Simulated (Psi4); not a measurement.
I$_{3}$Sb, singlet, geometry from GFN2-xTB (core potentials on I, Sb). Base run: BLYP/def2-SVP run with Psi4.

Input for Psi4:
```
memory 2 GB

molecule {
0 1
  Sb    0.01294198    0.00090519    1.01247550
  I    -1.86865509   -1.50372426   -0.29957913
  I    -0.37382384    2.36628049   -0.32214675
  I     2.23002532   -0.86342726   -0.35254300
}

set basis def2-svp

energy('blyp')
print_variables()
```

Variants of this job, named by their change:

```json
[
 {"change": "base", "ΔE vs base (µEh)": "0.0", "SCF cycles": "10", "grid points": "80929", "basis functions": "104", "outcome": "converged"},
 {"change": "df_basis_scf = cc-pvqz-jkfit", "ΔE vs base (µEh)": "-", "SCF cycles": "-", "grid points": "-", "basis functions": "104", "outcome": "input refused"},
 {"change": "damping_percentage = 50", "ΔE vs base (µEh)": "-0.6", "SCF cycles": "42", "grid points": "80929", "basis functions": "104", "outcome": "converged"},
 {"change": "dft_nuclear_scheme = stratmann", "ΔE vs base (µEh)": "-90.4", "SCF cycles": "10", "grid points": "75371", "basis functions": "104", "outcome": "converged"},
 {"change": "dft_spherical_points = 974", "ΔE vs base (µEh)": "-93.3", "SCF cycles": "10", "grid points": "256891", "basis functions": "104", "outcome": "converged"},
 {"change": "dft_radial_points = 150", "ΔE vs base (µEh)": "17.3", "SCF cycles": "10", "grid points": "159181", "basis functions": "104", "outcome": "converged"},
 {"change": "dft_radial_scheme = multiexp", "ΔE vs base (µEh)": "15.4", "SCF cycles": "10", "grid points": "89344", "basis functions": "104", "outcome": "converged"},
 {"change": "damping_percentage = 20", "ΔE vs base (µEh)": "-1.8", "SCF cycles": "17", "grid points": "80929", "basis functions": "104", "outcome": "converged"},
 {"change": "cholesky_tolerance = 1e-6 (with scf_type cd)", "ΔE vs base (µEh)": "21.6", "SCF cycles": "10", "grid points": "80929", "basis functions": "104", "outcome": "converged"},
 {"change": "scf_type = direct", "ΔE vs base (µEh)": "28.0", "SCF cycles": "12", "grid points": "80929", "basis functions": "104", "outcome": "converged"},
 {"change": "soscf = true", "ΔE vs base (µEh)": "0.0", "SCF cycles": "7", "grid points": "80929", "basis functions": "104", "outcome": "converged"},
 {"change": "level_shift = 1.0", "ΔE vs base (µEh)": "0.0", "SCF cycles": "10", "grid points": "80929", "basis functions": "104", "outcome": "converged"},
 {"change": "scf_type = cd", "ΔE vs base (µEh)": "-372", "SCF cycles": "10", "grid points": "80929", "basis functions": "104", "outcome": "converged"}
]
```

- df_basis_scf = cc-pvqz-jkfit: ended with `psi4.driver.qcdb.exceptions.BasisSetNotFound: BasisSet::construct: Unable to find a basis set for atom 1 for key JKFIT among:`
